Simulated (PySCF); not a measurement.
## Two-component Hartree-Fock for Ru (ruthenium, neutral)

Start: [Kr] 4d8; 4d3/2 filled at m_j = -1/2, +1/2, +3/2; 4d5/2 filled at m_j = -3/2, -1/2, +1/2, +3/2, +5/2. Calculated with PySCF 2.14 in x2c-TZVPall-2c with one added diffuse shell each of s, p, d type (9s10p8d1f, 86 functions): generalised Hartree-Fock with the X2C-1e Hamiltonian and a Gaussian nucleus; one run each with spin-orbit coupling (SO) switched off, then screened by Boettger's factors. This is a chosen level, not necessarily the ground level.

| spinor shell | electrons | ε, spin-free (eV) | ε, screened SO (eV) | weight of nominal j (screened SO) | rms radius, screened SO (bohr) |
| --- | --- | --- | --- | --- | --- |
| 1s1/2 | 2 | -22231.8 | -22230.4 | 1.000 | 0.0384 |
| 2s1/2 | 2 | -3273.3 | -3272.9 | 1.000 | 0.158 |
| 2p1/2 | 2 | -2924.6 | -3015.1 | 1.000 | 0.137 |
| 2p3/2 | 4 | -2924.6 | -2882.3 | 1.000 | 0.142 |
| 3s1/2 | 2 | -607.90 | -607.76 | 1.000 | 0.428 |
| 3p1/2 | 2 | -490.27 | -506.21 | 1.000 | 0.425 |
| 3p3/2 | 4 | -490.27 | -482.75 | 1.000 | 0.436 |
| 3d3/2 | 4 | -301.22 | -304.00 | 0.997 | 0.416 |
| 4s1/2 | 2 | -90.461 | -90.418 | 1.000 | 1.10 |
| 4p1/2 | 2 | -55.471 | -59.008 | 0.932 | 1.21 |
| 4p3/2 | 4 | -55.471 | -53.741 | 0.966 | 1.24 |
| 4d5/2 | 5 | -7.530 | -7.421 | 0.616 | 2.02 |
| 4d3/2 | 3 | -7.530 | -7.721 | 0.648 | 1.97 |

(1) Where does 3d5/2 lie, and what is the 3d spin-orbit splitting (screened SO)?

```json
{"quantity": "E (hartree)", "spin-free": "-4527.58359", "screened SO": "-4528.23149"}
{"quantity": "M_J", "spin-free": "4", "screened SO": "4"}
{"quantity": "⟨J²⟩", "spin-free": "20.041", "screened SO": "20.035"}
{"quantity": "⟨L²⟩", "spin-free": "12.020", "screened SO": "12.078"}
{"quantity": "⟨S²⟩", "spin-free": "2.021", "screened SO": "2.021"}
```

Each row is a mean over spinors that exchange with the open shell spreads, by up to 6.292 eV (4p3/2).

Rows whose weight is well below 1 are mixtures of j = l ± 1/2: exchange outweighs spin-orbit coupling there, and the label is only the starting occupation.

Breit and QED terms are absent; they matter most for the inner s and p1/2 levels.

Densities and radii are taken from the X2C orbitals without a picture-change correction, which distorts them close to the nucleus.

Without spin-orbit coupling the j labels of p, d and f shells carry no meaning; the spin-free column gives the mean over the occupied spinors of each nl shell.

Answers

(1) At -299.21 eV, 4.784 eV above 3d3/2.
